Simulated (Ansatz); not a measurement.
Ansatz (an electronic-structure program) job for selenophene (C4H4Se), SMILES c1cc[se]c1, PBE/def2-SVPD. The structure is a stationary point at r2SCAN-D4/def2-SVP.

Ansatz 0.2 input:
```yaml
crystal:
  periodic: [false, false, false]
  atoms:
    - {symbol: C, position_ang: [-0.00000000, -0.71478988, -1.67891684]}
    - {symbol: C, position_ang: [-0.00000000, 0.71478987, -1.67891684]}
    - {symbol: C, position_ang: [-0.00000000, 1.28882874, -0.43328133]}
    - {symbol: Se, position_ang: [0.00000000, -0.00000000, 0.90927390]}
    - {symbol: C, position_ang: [-0.00000000, -1.28882874, -0.43328134]}
    - {symbol: H, position_ang: [0.00000000, -1.30948482, -2.59640598]}
    - {symbol: H, position_ang: [0.00000000, 1.30948484, -2.59640597]}
    - {symbol: H, position_ang: [0.00000000, 2.35131642, -0.18806131]}
    - {symbol: H, position_ang: [0.00000000, -2.35131642, -0.18806131]}
basis:
  gaussian:
    orbitals: def2-SVPD
hamiltonian:
  xc: {name: PBE}
```

Output:

```
WARN ansatz: RAYON_NUM_THREADS=1 ignored (pool sized by the plan → 1); use --threads N
Functional definition: PBE
integrals: 0.09 GiB planned
1383 factors; their error is unknown
mean field: 0.60 GiB planned
mean field evaluation 1: about -69518.0831 eV, gradient 8.2e1 eV
mean field evaluation 2: about -69326.9468 eV, gradient 2.5e2 eV
mean field evaluation 4: about -69531.0136 eV, gradient 4.4e1 eV
mean field evaluation 8: about -69536.2580 eV, gradient 3.0e-1 eV
mean field evaluation 16: about -69536.1903 eV, gradient 2.4e-3 eV
mean field -69536.19025847 eV, -2555.4078586761 hartree, gradient 1.8e-5 eV, S^2 0.000000; 0 other end points of the search recorded, 0 dependent functions left out
reference -69536.19031373 eV, -2555.4078607071 hartree; 31, 31 occupied and 122, 122 virtual orbitals, 1383 factors
Total energy: -69536.19031373 eV, -2555.4078607071 hartree
```

The run converged.
